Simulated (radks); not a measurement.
Charge is removed step by step from the 2s1/2 level of the neon ion Ne+, starting from [He] 2s2 2p5. Method: Dirac Kohn-Sham, PBE, spin-unpolarised, spherical densities, finite nucleus; open shells are shared between the two j in proportion to 2j + 1; Fermi nuclear charge, rms radius 3.0055 fm; computed with a radial shooting solver on a logarithmic mesh with Libxc functionals. At the starting occupation the eigenvalue is -55.648 eV. Estimate the energy to remove one whole electron from this level, the eigenvalue at the end, and how far E(n) bends from a straight line.

Answer. Delta-SCF 66.623 eV; final eigenvalue -77.963 eV; the deviation from the straight line is -2.791 eV at 0.5 electron removed, the largest on the grid computed. Slater's transition state (half an electron removed) gives 66.531 eV. Integrating minus the eigenvalue over the occupation (Janak's theorem) gives 66.623 eV. The mean slope of the eigenvalue, de/dn, is 22.3 eV per electron.
